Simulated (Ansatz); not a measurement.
Ansatz (an electronic-structure program) job for (1E)-1-fluorobuta-1,3-diene (C4H5F), SMILES C(/C=C)=C\F, r2SCAN-D4/def2-SVP. 

Ansatz 0.2 input:
```yaml
crystal:
  periodic: [false, false, false]
  atoms:
    - {symbol: C, position_ang: [0.23784812, -2.43489992, -0.00000000]}
    - {symbol: C, position_ang: [-0.40538446, -1.27223953, -0.00000000]}
    - {symbol: C, position_ang: [0.26622259, 0.00609315, 0.00000000]}
    - {symbol: C, position_ang: [-0.38740433, 1.16102896, 0.00000000]}
    - {symbol: F, position_ang: [0.25605912, 2.33891463, -0.00000000]}
    - {symbol: H, position_ang: [1.31414557, -2.48387032, 0.00000000]}
    - {symbol: H, position_ang: [-0.28572860, -3.37474487, 0.00000001]}
    - {symbol: H, position_ang: [-1.48674803, -1.24335872, 0.00000000]}
    - {symbol: H, position_ang: [1.34679799, 0.00625585, -0.00000000]}
    - {symbol: H, position_ang: [-1.46069057, 1.28559039, -0.00000000]}
basis:
  gaussian:
    orbitals: def2-SVP
hamiltonian:
  xc: r2scan
  dispersion: d4
relax: {f_tol: 0.002, max_steps: 200}
```

It prints:

```
WARN ansatz: RAYON_NUM_THREADS=1 ignored (pool sized by the plan → 1); use --threads N
Functional definition: r2SCAN
integrals: 0.04 GiB planned
1070 factors; their error is unknown
mean field: 0.25 GiB planned
mean field evaluation 1: about -6928.7344 eV, gradient 5.1e1 eV
mean field evaluation 2: about -6921.4441 eV, gradient 7.1e1 eV
mean field evaluation 4: about -6935.9465 eV, gradient 4.3e0 eV
mean field evaluation 8: about -6935.9991 eV, gradient 2.0e-1 eV
mean field evaluation 16: about -6935.9371 eV, gradient 2.0e-4 eV
mean field -6935.93713825 eV, -254.8909884838 hartree, gradient 8.8e-6 eV, S^2 0.000000; 0 other end points of the search recorded, 0 dependent functions left out
the calculation of the forces begins
reference -6935.93714642 eV, -254.8909887839 hartree; 19, 19 occupied and 76, 76 virtual orbitals, 1070 factors
relax step   1: F+E_penalty+E_count = -6935.97818749 eV  Δ(F+E_penalty+E_count) = +0.000e0 eV  max|allowed force component| = 9.466e-1 eV/Å  Δτ_max = 0.0000 Å  (32 SCF iters, accepted)
these checks for a lower state are left out or cut short: starts, cluster_reference, orbital_swaps, neighbouring_geometries, increment
integrals: 0.04 GiB planned
1070 factors; their error is unknown
mean field: 0.25 GiB planned
mean field -6935.97852152 eV, -254.8925092906 hartree, gradient 2.0e-5 eV, S^2 0.000000; 0 other end points of the search recorded, 0 dependent functions left out
the calculation of the forces begins
reference -6935.97852973 eV, -254.8925095924 hartree; 19, 19 occupied and 76, 76 virtual orbitals, 1070 factors
relax step   2: F+E_penalty+E_count = -6936.01945273 eV  Δ(F+E_penalty+E_count) = -4.127e-2 eV  max|allowed force component| = 3.774e-1 eV/Å  Δτ_max = 0.0265 Å  (33 SCF iters, accepted)
these checks for a lower state are left out or cut short: starts, cluster_reference, orbital_swaps, neighbouring_geometries, increment
integrals: 0.04 GiB planned
1070 factors; their error is unknown
mean field: 0.24 GiB planned
mean field evaluation 32: about -6935.9827 eV, gradient 1.3e-4 eV
mean field -6935.98273165 eV, -254.8926640101 hartree, gradient 2.0e-5 eV, S^2 0.000000; 0 other end points of the search recorded, 0 dependent functions left out
the calculation of the forces begins
reference -6935.98273988 eV, -254.8926643126 hartree; 19, 19 occupied and 76, 76 virtual orbitals, 1070 factors
relax step   3: F+E_penalty+E_count = -6936.02363030 eV  Δ(F+E_penalty+E_count) = -4.178e-3 eV  max|allowed force component| = 9.598e-2 eV/Å  Δτ_max = 0.0159 Å  (34 SCF iters, accepted)
these checks for a lower state are left out or cut short: starts, cluster_reference, orbital_swaps, neighbouring_geometries, increment
integrals: 0.04 GiB planned
1070 factors; their error is unknown
mean field: 0.24 GiB planned
mean field -6935.98303805 eV, -254.8926752701 hartree, gradient 2.1e-5 eV, S^2 0.000000; 0 other end points of the search recorded, 0 dependent functions left out
the calculation of the forces begins
reference -6935.98304628 eV, -254.8926755728 hartree; 19, 19 occupied and 76, 76 virtual orbitals, 1070 factors
relax step   4: F+E_penalty+E_count = -6936.02392865 eV  Δ(F+E_penalty+E_count) = -2.984e-4 eV  max|allowed force component| = 3.757e-2 eV/Å  Δτ_max = 0.0109 Å  (33 SCF iters, accepted)
these checks for a lower state are left out or cut short: starts, cluster_reference, orbital_swaps, neighbouring_geometries, increment
integrals: 0.04 GiB planned
1070 factors; their error is unknown
mean field: 0.25 GiB planned
mean field -6935.98304297 eV, -254.8926754511 hartree, gradient 2.0e-5 eV, S^2 0.000000; 0 other end points of the search recorded, 0 dependent functions left out
the calculation of the forces begins
reference -6935.98305121 eV, -254.8926757538 hartree; 19, 19 occupied and 76, 76 virtual orbitals, 1070 factors
relax step   5: F+E_penalty+E_count = -6936.02395297 eV  Δ(F+E_penalty+E_count) = -2.432e-5 eV  max|allowed force component| = 4.215e-2 eV/Å  Δτ_max = 0.0032 Å  (35 SCF iters, accepted)
these checks for a lower state are left out or cut short: starts, cluster_reference, orbital_swaps, neighbouring_geometries, increment
integrals: 0.04 GiB planned
1070 factors; their error is unknown
mean field: 0.24 GiB planned
mean field -6935.98311026 eV, -254.8926779240 hartree, gradient 8.4e-6 eV, S^2 0.000000; 0 other end points of the search recorded, 0 dependent functions left out
the calculation of the forces begins
reference -6935.98311850 eV, -254.8926782267 hartree; 19, 19 occupied and 76, 76 virtual orbitals, 1070 factors
relax step   6: F+E_penalty+E_count = -6936.02401095 eV  Δ(F+E_penalty+E_count) = -5.798e-5 eV  max|allowed force component| = 2.395e-3 eV/Å  Δτ_max = 0.0016 Å  (25 SCF iters, accepted)
these checks for a lower state are left out or cut short: starts, cluster_reference, orbital_swaps, neighbouring_geometries, increment
integrals: 0.04 GiB planned
1070 factors; their error is unknown
mean field: 0.24 GiB planned
mean field evaluation 64: about -6935.9831 eV, gradient 2.6e-5 eV
mean field -6935.98311075 eV, -254.8926779419 hartree, gradient 2.6e-5 eV, S^2 0.000000; 0 other end points of the search recorded, 0 dependent functions left out
the calculation of the forces begins
reference -6935.98311899 eV, -254.8926782446 hartree; 19, 19 occupied and 76, 76 virtual orbitals, 1070 factors
relax step   7: F+E_penalty+E_count = -6936.02401157 eV  Δ(F+E_penalty+E_count) = -6.121e-7 eV  max|allowed force component| = 1.300e-3 eV/Å  Δτ_max = 0.0002 Å  (21 SCF iters, accepted)
integrals: 0.04 GiB planned
1070 factors; their error is unknown
mean field: 0.24 GiB planned
mean field -6935.98311075 eV, -254.8926779419 hartree, gradient 3.2e-5 eV, S^2 0.000000; 1 other end points of the search recorded, 0 dependent functions left out
the calculation of the forces begins
reference -6935.98311899 eV, -254.8926782446 hartree; 19, 19 occupied and 76, 76 virtual orbitals, 1070 factors
Total energy: -6936.02401980 eV, -254.8941813218 hartree
Atom 0 at     0.237632    -2.457886     0.000002 Å, force    -0.000165    -0.000087    -0.000000 eV/Å
Atom 1 at    -0.391947    -1.268095     0.000002 Å, force    -0.000403     0.000219    -0.000000 eV/Å
Atom 2 at     0.279275     0.015363     0.000001 Å, force     0.000111     0.001300     0.000000 eV/Å
Atom 3 at    -0.387803     1.180001    -0.000000 Å, force     0.000316     0.000050     0.000000 eV/Å
Atom 4 at     0.241941     2.356216    -0.000001 Å, force    -0.000069     0.000075    -0.000000 eV/Å
Atom 5 at     1.330907    -2.521896    -0.000001 Å, force     0.000094    -0.000208     0.000000 eV/Å
Atom 6 at    -0.320829    -3.397188    -0.000002 Å, force     0.000180     0.000074     0.000000 eV/Å
Atom 7 at    -1.490124    -1.246048    -0.000000 Å, force    -0.000186    -0.000294     0.000000 eV/Å
Atom 8 at     1.375165     0.044751     0.000000 Å, force     0.000131    -0.000544     0.000000 eV/Å
Atom 9 at    -1.479100     1.283552    -0.000000 Å, force    -0.000010    -0.000585    -0.000000 eV/Å
Dipole moment:    -0.144183    -0.150380    -0.000000 e Å
```

The calculation finished and met its thresholds.

Cost: roughly 24 core-seconds.
